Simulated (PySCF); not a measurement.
Excitations are Tamm–Dancoff values on a coarser integration grid. The basis has no diffuse functions, so Rydberg states are missing or too high.

# Br3In, SMILES `[In]([Br])([Br])[Br]` (charge 0, multiplicity 1)

Method: M06-2X/def2-TZVP // B3LYP-D3(BJ)/def2-SVP (PySCF).

```json
{
 "HOMO": "-9.96 eV",
 "dipole_moment": "0.00 D",
 "HOMO–LUMO gap": "7.54 eV",
 "LUMO": "-2.42 eV",
 "S1 excitation (TDA)": "4.65 eV",
 "S1 oscillator strength": "0.000",
 "brightest of the four lowest singlets (TDA)": "4.91 eV",
 "T1 excitation (TDA)": "4.36 eV",
 "S1–T1 gap (TDA)": "0.30 eV",
 "vertical ionisation energy (Delta-SCF)": "11.04 eV",
 "total_energy": "-7912.8274 Ha",
 "cost": "very roughly 10 core-minutes"
}
```

Bond lengths (Å): Br1–In2 2.480, In2–Br3 2.480, In2–Br4 2.480. Bond angles (°): Br1–In2–Br3 120.0, Br1–In2–Br4 120.0, Br3–In2–Br4 120.0.
Charge 0, spin multiplicity 1.
